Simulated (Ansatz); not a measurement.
Cost and result up the ladder for Cs₂F₂ (the lowest singlet isomer of a short search) (4 atoms). Charge 0, multiplicity 1. Geometry: PBE0-D4/def2-TZVP.

```
atom   x (Å)   y (Å)   z (Å)
 Cs1  -0.607  -1.774  -0.804
 Cs2   0.606   1.775   0.803
  F3   1.460  -0.173  -0.720
  F4  -1.459   0.172   0.722
```

Ansatz on 4 threads of Arm Neoverse V2 on a shared host. Times are rough, and most runs start from the orbitals of an earlier one. ωB97X-V/def2-TZVP serves as the yardstick here, not as an exact answer. Differences are given only for rows in sets of like size (and for xTB, whose basis is part of the method), since another set adds its own error. Binding counts from free atoms at the same level (Cs doublet, F doublet; other spins of the atoms weren't run), without zero-point energy or a counterpoise term.

In the def2 sets Cs takes a core potential; there is no spin–orbit coupling. Correlated methods freeze 2 core orbitals; core or outer-core shells of Cs are correlated, in sets that lack core-valence functions. The structure comes from a short search, and lower isomers may exist.

Correlated methods converge slowly with the basis.

| level | functions | wall time | binding energy per atom (eV) | difference from ωB97X-V/def2-TZVP (eV) |
| --- | --- | --- | --- | --- |
| HF/def2-TZVP | 120 | 0.35 s | 1.98 | -1.08 |
| MP2/def2-TZVP | 120 | 0.6 s | 2.99 | -0.07 |
| PBE-D4/def2-SVP | 76 | 0.75 s | 3.02 | – |
| PBE0-D4/def2-SVP | 76 | 0.8 s | 2.86 | – |
| revPBE-D4/def2-TZVP | 120 | 1.1 s | 2.96 | -0.10 |
| PBE-D4/def2-TZVP | 120 | 1.1 s | 3.07 | 0.02 |
| PBE0-D4/def2-TZVP | 120 | 1.4 s | 2.93 | -0.13 |
| PBE-D4/def2-TZVPD | 144 | 1.4 s | 3.10 | 0.04 |
| RPA@PBE/def2-TZVP | 120 | 2.1 s | 2.59 | -0.47 |
| r2SCAN-D4/def2-TZVP | 120 | 2.1 s | 3.03 | -0.03 |
| r2SCAN-D4/def2-TZVPD | 144 | 2.8 s | 3.05 | -0.01 |
| B97M-V/def2-TZVP | 120 | 6 s | 2.91 | -0.15 |
| ωB97X-V/def2-TZVP (with forces) | 120 | 7 s | 3.06 | 0.00 |
| CCSD(T)/def2-TZVPP | 134 | 17 s | 2.87 | -0.19 |
